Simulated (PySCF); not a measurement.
C2H2N3, SMILES C1=NC=N[N]1, multiplicity 2. Geometry: PBE0-D3(BJ)/def2-SVP. The isomer is the one that the SMILES or the coordinates give; other isomers of the formula were not compared.

Give the equilibrium geometry at PBE0-D3(BJ)/def2-SVP (PySCF confirms it by a frequency run) as a Z-matrix, and its point group. (The exact figures need the calculation; the answer reports its results.)

point group C2v.
```
N
C 1 1.3386
C 1 1.3386 2 103.45
N 2 1.3471 1 109.55 3 0.00
N 4 1.2367 2 108.72 1 0.00
H 3 1.0870 1 126.90 2 180.00
H 2 1.0870 1 126.90 3 180.00
```
Charge 0, spin multiplicity 2.
